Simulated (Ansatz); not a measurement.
Consider the ligand exchange at the Si–S bond: `O[SiH2]S[SiH](Cl)Cl` + `N[SiH2]N` → `N[SiH2]N[SiH2]O` + `S[SiH](Cl)Cl`.

Isolated molecules relaxed with PBE0-D4/def2-TZVP in Ansatz; ΔE leaves out vibrations. CCSD(T)/CBS adds triple-zeta CCSD(T) − MP2 to the extrapolated MP2 energy (def2 sets, frozen cores). This one scheme is used for every species. DFT in def2-TZVPP. One conformer a species, not always the lowest.

`O[SiH2]S[SiH](Cl)Cl`:

Z-matrix (Å, degrees):
```
Si
S 1 2.156
O 1 1.633 2 112.9
H 1 1.486 2 106.7 3 -123.6
H 1 1.475 2 106.1 3 116.5
Si 2 2.103 1 96.4 3 88.5
H 3 0.960 1 116.9 2 -60.0
Cl 6 2.060 2 111.2 1 -53.7
Cl 6 2.035 2 108.1 1 -173.0
H 6 1.473 2 113.6 1 66.0
```

`N[SiH2]N`:

```xyz
9

N     0.363   -0.684    1.237
Si    0.077   -0.352   -0.417
N    -0.488    1.257   -0.559
H     1.004   -0.132    1.783
H     0.269   -1.620    1.594
H    -0.857   -1.440   -0.834
H     1.256   -0.388   -1.331
H    -0.306    1.791   -1.392
H    -1.318    1.568   -0.082
```

`N[SiH2]N[SiH2]O`:

Cartesian coordinates in Å:
```
N -1.893 0.167 1.548
Si -1.003 -0.784 0.436
N -0.153 0.239 -0.661
Si 1.465 0.142 -1.230
O 2.436 1.363 -0.702
H -2.784 -0.155 1.886
H -1.447 0.787 2.203
H 0.054 -1.657 1.017
H -2.036 -1.640 -0.208
H -0.710 0.992 -1.046
H 1.979 -1.178 -0.784
H 1.514 0.289 -2.702
H 2.579 1.433 0.243
```

`S[SiH](Cl)Cl`:

Cartesian coordinates in Å:
```
S -0.092 0.978 -1.416
Si -0.045 -0.037 0.436
Cl -1.379 0.929 1.632
Cl -0.573 -2.000 0.244
H 0.807 0.145 -1.974
H 1.282 -0.016 1.078
```

```tsv
species	ωB97M-V energy (Eh)
`O[SiH2]S[SiH](Cl)Cl`	-1975.39451
`N[SiH2]N`	-402.65134
`N[SiH2]N[SiH2]O`	-768.65506
`S[SiH](Cl)Cl`	-1609.38921
```

Work out ΔE.

ΔE = (-768.65506) + (-1609.38921) − (-1975.39451) − (-402.65134) = 0.00158 Eh = +1.0 kcal/mol. CCSD(T)/CBS gives +0.9 kcal/mol.

Largest T1 diagnostic among the species: 0.011.

The D4 term adds +1.7 kcal/mol with B3LYP and +0.9 kcal/mol with PBE0; it sums over pairs of atoms, weighted by their polarisabilities, and B3LYP, whose exchange is more repulsive, gets the larger term. In def2-TZVPP, CCSD(T) changes the Hartree–Fock value by +2.7 kcal/mol (the triples alone add +0.7 kcal/mol) and MP2 by +3.9 kcal/mol.

B3LYP here is the variant with VWN-RPA as its local correlation; programs differ in this.
